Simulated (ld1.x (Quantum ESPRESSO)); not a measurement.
## What the settings do to the RRKJ potential of Cr

Base potential:

- Element: chromium (Cr)
- Generator: ld1.x (Quantum ESPRESSO) 7.5
- Type: norm-conserving RRKJ (Kleinman–Bylander form)
- Functional: Wu–Cohen
- Relativity: scalar-relativistic
- Frozen core: [Ne]
- Valence charge: 14
- Reference configuration: 3s2 3p6 3d5 4s0 4p0 (charge +1)
- Partial waves: 3p (bound): rc 1.25 bohr; 3d (bound): rc 1.00 bohr; 3s (bound): rc 0.95 bohr
- Local potential: the s channel
- Core correction: Bessel-smoothed model core inside 0.65 bohr
- rho0: 0.001

All-electron outer shells of the reference configuration (Wu–Cohen, scalar-relativistic, ld1.x):

| shell | level (eV) | outermost node (bohr) | outermost maximum (bohr) |
| --- | --- | --- | --- |
| 2p | -567.41 | – | 0.20 |
| 3s | -80.73 | 0.36 | 0.78 |
| 3p | -52.34 | 0.33 | 0.80 |
| 3d | -9.83 | – | 0.84 |
| 4s | -9.78 | 1.12 | 2.55 |
| 4p | -5.82 | 1.24 | 3.27 |

Cutoffs, loose and tight: the cutoffs (Ry, on a coarse ladder) from which the occupation-weighted sum of valence levels, in a spherical-Bessel basis at the reference potential, stays within 10 and 1 mRy of its value at 400 Ry. They do not see the model core or the augmentation charge, which bear on the density cutoff. Test errors are all-electron minus pseudo excitation energies from the reference, over the configurations 3s2 3p6 3d5 4s1 4p0; 3s2 3p6 3d4 4s0 4p0; 3s2 3p6 3d3 4s0 4p0; 3s2 3p6 3d4 4s1 4p1; 3s2 3p6 3d5 4s0 4p1; 3s2 3p6 3d5 4s0.5 4p0; 3s2 3p6 3d5.5 4s0.5 4p0. A dash means not determined; rows that change the core or the reference have their own tests.

```csv
change,outcome,"cutoff, loose","cutoff, tight",bound ghosts,largest test error (meV)
base,generated,160 Ry,260 Ry,none,+80
"all radii but the core radius scaled by about 0.76 (s 0.72, p 0.96, d 0.76 bohr)",generated,230 Ry,over 300 Ry,none,+57
"all radii but the core radius scaled by about 1.13 (s 1.08, p 1.42, d 1.12 bohr)",generated,140 Ry,200 Ry,none,+168
"all radii but the core radius scaled by about 1.32 (s 1.26, p 1.66, d 1.32 bohr)",generated,100 Ry,140 Ry,none,+403
```

Task: What comes out with this change to the base: all radii but the core radius scaled by about 1.27 (s 1.20, p 1.58, d 1.28 bohr)?

Result: outcome: generated; cutoff, loose: 100 Ry; cutoff, tight: 140 Ry; bound ghosts: none; largest test error (meV): +306.

Task: What comes out with this change to the base: all radii but the core radius scaled by about 0.91 (s 0.86, p 1.14, d 0.92 bohr)?

Result: outcome: generated; cutoff, loose: 180 Ry; cutoff, tight: 300 Ry; bound ghosts: none; largest test error (meV): +53.

Reading the sweep of the scale of all radii but the core radius (base = 1) (base included, trends over the rows without a ghost): The loose cutoff falls from 230 Ry at 0.76 to 100 Ry at 1.32. A larger radius leaves more room for a smooth pseudo-wave, so fewer plane waves are needed; a smaller one forces it to follow the all-electron wave where it bends sharply. The median size of the test errors (rows with all tests solved) rises from 15.5 meV at 0.76 to 119.3 meV at 1.32, with one reversal. More of the atom is replaced by a form fitted at one configuration, so other configurations suffer as the radius grows.
